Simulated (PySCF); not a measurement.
One molecule, one basis, several functionals.

Ethylboronic acid, C₂H₇BO₂.
InChI=1S/C2H7BO2/c1-2-3(4)5/h4-5H,2H2,1H3

Torsions of this conformer, `[CH3:1][CH2:2][B:3]([OH:4])[OH:5]`: C1–C2–B3–O4 -32°, H–O4–B3–C2 -178°, H–O5–B3–C2 -2°.

PySCF, def2-SVPD basis, density fitting, gas phase, PBE0-D3(BJ)/def2-SVP geometry; singlet excitations by full TDDFT with frozen cores, triplets by Tamm–Dancoff TDDFT and ionisation energies by ΔSCF, from the lowest of the holes tried. One functional is left out:

```csv
functional,exact exchange (%),HOMO energy (eV),LUMO energy (eV),lowest singlet excitation (eV),lowest triplet excitation (eV),dipole moment (D),mean polarisability (au),vertical ionisation energy (eV)
LDA,0,-7.30,-0.68,6.67,6.57,1.402,50.9,10.54
PBE,0,-7.23,-0.64,6.64,6.51,1.365,50.4,10.47
B3LYP,20,-8.49,-0.27,7.32,7.17,1.415,48.4,10.90
BHandHLYP,50,-10.11,0.44,8.22,7.98,1.469,46.0,11.21
```

Question: Predict the row of PBE0 (25 % exact exchange) by straight lines through the other rows, and check it.

Answer: 
```
                       property   line  computed  computed − line  B3LYP (20 %), for comparison
               HOMO energy (eV)  -8.71     -8.68            +0.03                         -8.49
               LUMO energy (eV)  -0.12      0.03            +0.15                         -0.27
 lowest singlet excitation (eV)   7.45      7.58            +0.13                          7.32
 lowest triplet excitation (eV)   7.27      7.40            +0.13                          7.17
              dipole moment (D)  1.426     1.416           -0.010                         1.415
       mean polarisability (au)   48.2      47.8             -0.4                          48.4
vertical ionisation energy (eV)  10.89     10.90            +0.01                         10.90
```
